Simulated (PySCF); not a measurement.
Spin-rotation constants: 3-furaldehyde, C₅H₄O₂

Geometry (Å), atoms numbered from 1 in this order:
```xyz
11

O    -2.603    0.978    0.306
C    -1.878    0.115   -0.119
C    -0.430    0.094    0.010
C     0.471   -0.902   -0.474
C     1.711   -0.485   -0.114
O     1.646    0.686    0.551
C     0.365    1.033    0.625
H    -2.284   -0.762   -0.661
H     0.214   -1.792   -1.010
H     2.684   -0.909   -0.264
H     0.110    1.947    1.124
```

The calculation used GIAO HF/pcSseg-1 magnetisability, rotational g tensor and spin-rotation constants, non-relativistic, gas phase (PySCF). Geometry: GFN2-xTB.

Give the nuclear spin-rotation constants along the inertial axes (H = +C I·J) beside the isotropic shieldings.

Rotational constants 8.3126, 2.0005, 1.6124 GHz. A star marks the isotopologue with that one atom substituted, in its own axes.
| atom | isotope | Caa (kHz) | Cbb (kHz) | Ccc (kHz) | mean (kHz) | σ (ppm) |
| --- | --- | --- | --- | --- | --- | --- |
| H8 | 1H | -0.552 | 0.186 | -0.139 | -0.169 | 22.4 |
| H9 | 1H | -0.816 | 0.206 | -0.193 | -0.268 | 25.1 |
| H10 | 1H | 0.735 | -0.181 | -0.169 | 0.129 | 24.5 |
| H11 | 1H | -0.630 | 0.172 | -0.160 | -0.206 | 23.4 |
| O1 | 17O* | -7.592 | -1.607 | 0.019 | -3.060 | -301.2 |
| C2 | 13C* | 3.956 | 0.977 | 0.329 | 1.754 | 3.0 |
| C3 | 13C* | 3.608 | 0.662 | 0.224 | 1.498 | 64.2 |
| C4 | 13C* | 2.531 | 0.866 | 0.179 | 1.192 | 74.3 |
| C5 | 13C* | 3.216 | 0.818 | 0.302 | 1.445 | 43.9 |
| O6 | 17O* | -3.145 | -0.769 | -0.109 | -1.341 | 55.4 |
| C7 | 13C* | 3.747 | 0.800 | 0.290 | 1.613 | 33.5 |

For the geometry as given, no vibrational averaging.

How do the rotational constants and the g tensor change when H8, H9, H10, H11 are replaced by deuterium?

Constants 6.9338, 1.9017, 1.4924 GHz; g -0.1068, -0.0406, 0.0063, against -0.1277, -0.0426, 0.0069 before.
